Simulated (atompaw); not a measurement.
## Which change was made? (Pr, PAW (atompaw))

* Element: praseodymium (Pr)
* Generator: atompaw 4.2.0.5
* Type: PAW
* Functional: LDA (PW92)
* Relativity: scalar-relativistic
* Frozen core: [Xe] 4f2
* Valence charge: 3
* Reference configuration: 5d1 6s2 6p0
* Partial waves: 6s (bound): rc 3.00 bohr; 6s channel at 4.75 Ry: rc 3.00 bohr; 6p (bound, empty): rc 3.00 bohr; 6p channel at 0.6 Ry: rc 3.00 bohr; 5d (bound): rc 2.35 bohr; 5d channel at 2.55 Ry: rc 2.35 bohr
* Local potential: bessel scheme, radius 2.60 bohr
* Core correction: smooth core density matched at 1.70 bohr
* Augmentation charge: sinc compensation charge, radius 2.85 bohr; PAW radius 3.00 bohr; waves and projectors: custom rrkj gramschmidtortho

Cutoffs, loose and tight: the cutoffs (Ry, on a coarse ladder) from which the occupation-weighted sum of valence levels, in a spherical-Bessel basis at the reference potential, stays within 10 and 1 mRy of its value at 400 Ry. They see the waves, projectors and local potential, not the compensation charge or the core.

The base gives: outcome: generated; cutoff, loose: 12 Ry; cutoff, tight: 18 Ry; bound ghosts: p, s.

Problem. After one change the result is: outcome: generated; cutoff, loose: 10 Ry; cutoff, tight: 15 Ry; bound ghosts: p. Which change was it?
A. all radii scaled by about 0.86 (s 2.58, p 2.58, d 2.02 bohr); local potential bessel scheme, radius 2.24 bohr; augmentation sinc compensation charge, radius 2.46 bohr; PAW radius 2.58 bohr; waves and projectors: custom rrkj gramschmidtortho; core correction smooth core density matched at 1.46 bohr
B. all radii scaled by about 1.26 (s 3.76, p 3.76, d 2.96 bohr); local potential bessel scheme, radius 3.26 bohr; augmentation sinc compensation charge, radius 3.58 bohr; PAW radius 3.76 bohr; waves and projectors: custom rrkj gramschmidtortho; core correction smooth core density matched at 2.14 bohr
C. all radii scaled by about 1.11 (s 3.34, p 3.34, d 2.62 bohr); local potential bessel scheme, radius 2.90 bohr; augmentation sinc compensation charge, radius 3.18 bohr; PAW radius 3.34 bohr; waves and projectors: custom rrkj gramschmidtortho; core correction smooth core density matched at 1.90 bohr
D. all radii scaled by about 0.74 (s 2.22, p 2.22, d 1.74 bohr); local potential bessel scheme, radius 1.92 bohr; augmentation sinc compensation charge, radius 2.10 bohr; PAW radius 2.22 bohr; waves and projectors: custom rrkj gramschmidtortho; core correction smooth core density matched at 1.26 bohr

Solution. C. The others give: all radii scaled by about 0.74 (s 2.22, p 2.22, d 1.74 bohr); local potential bessel scheme, radius 1.92 bohr; augmentation sinc compensation charge, radius 2.10 bohr; PAW radius 2.22 bohr; waves and projectors: custom rrkj gramschmidtortho; core correction smooth core density matched at 1.26 bohr → outcome: failed: atompaw: The overlap operator has at least one negative eigenvalue! | all radii scaled by about 1.26 (s 3.76, p 3.76, d 2.96 bohr); local potential bessel scheme, radius 3.26 bohr; augmentation sinc compensation charge, radius 3.58 bohr; PAW radius 3.76 bohr; waves and projectors: custom rrkj gramschmidtortho; core correction smooth core density matched at 2.14 bohr → outcome: generated; cutoff, loose: 8 Ry; cutoff, tight: 12 Ry; bound ghosts: none | all radii scaled by about 0.86 (s 2.58, p 2.58, d 2.02 bohr); local potential bessel scheme, radius 2.24 bohr; augmentation sinc compensation charge, radius 2.46 bohr; PAW radius 2.58 bohr; waves and projectors: custom rrkj gramschmidtortho; core correction smooth core density matched at 1.46 bohr → outcome: generated; cutoff, loose: 15 Ry; cutoff, tight: 21 Ry; bound ghosts: s, p.
